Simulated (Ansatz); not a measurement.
CH7FSSi2, SMILES `C[SiH2]S[SiH2]F` at its PBE0-D4/def2-TZVP geometry, where that method's forces vanish. Charge 0, multiplicity 1.

```xyz
12

C    -1.5742   -0.8364   -0.6736
Si    0.2788   -0.9889   -0.7313
S     1.2237    0.9365   -0.9505
Si    1.1590    1.5522    1.0659
F    -0.3520    1.7093    1.5749
H    -2.0343   -1.8247   -0.5884
H    -1.8794   -0.2344    0.1848
H    -1.9493   -0.3566   -1.5799
H     0.7270   -1.7695   -1.9117
H     0.7984   -1.6217    0.5103
H     1.7907    0.5569    1.9605
H     1.8118    2.8772    1.1389
```

(1) What forces (eV/Å) does B3LYP-D4/def2-TZVPP give on these atoms in Ansatz? (Estimate.)

Answers

(1) Computed: 
```
C1  -0.102  0.009  0.014
Si2  0.095 -0.263 -0.037
S3   0.062  0.077 -0.133
Si4  0.293  0.108  0.152
F5  -0.190  0.013  0.064
H6   0.002  0.053 -0.004
H7  -0.002 -0.036 -0.051
H8   0.002 -0.025  0.050
H9  -0.037  0.038  0.079
H10 -0.042  0.034 -0.089
H11 -0.041  0.076 -0.054
H12 -0.038 -0.084  0.009
```

B3LYP here is the variant with VWN-RPA as its local correlation; programs differ in this.
